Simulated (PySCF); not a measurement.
# Working out the ionisation energy of Si⁺

Si⁺ [Ne] 3s2 3p1 (2P) → Si²⁺ [Ne] 3s2 (1S). Computed with PySCF 2.14 in aug-cc-pV(Q+d)Z with one added diffuse shell each of s, p, d, f, g type (8s7p6d4f3g, 114 functions), with no relativity, point nucleus. Frozen: [Ne]. Energies in hartree (1 hartree = 27.21139 eV):

```tsv
part	Si⁺ (lower)	Si²⁺ (upper)
UHF	-288.577821	-287.995528
MP2 opposite-spin	-0.041217	-0.033296
MP2 same-spin	-0.002822	0.000000
```

Question: What does Hartree-Fock give?

Answer: (-287.995528) − (-288.577821) = 0.582293 hartree = 15.845 eV.

Question: What do MP2 and SCS-MP2 (6/5 opposite-spin, 1/3 same-spin) give?

Answer: The opposite-spin parts differ by 0.216 eV and the same-spin parts by 0.077 eV. MP2: 15.845 + (0.216) + (0.077) = 16.138 eV. SCS-MP2: 15.845 + 1.2 × (0.216) + (0.077)/3 = 16.130 eV.

Measured between the centres of the two terms (NIST): 16.322 eV, so MP2 (valence) is off by -0.184 eV.

What remains against the reference includes basis incompleteness, the frozen core and correlation beyond second order.
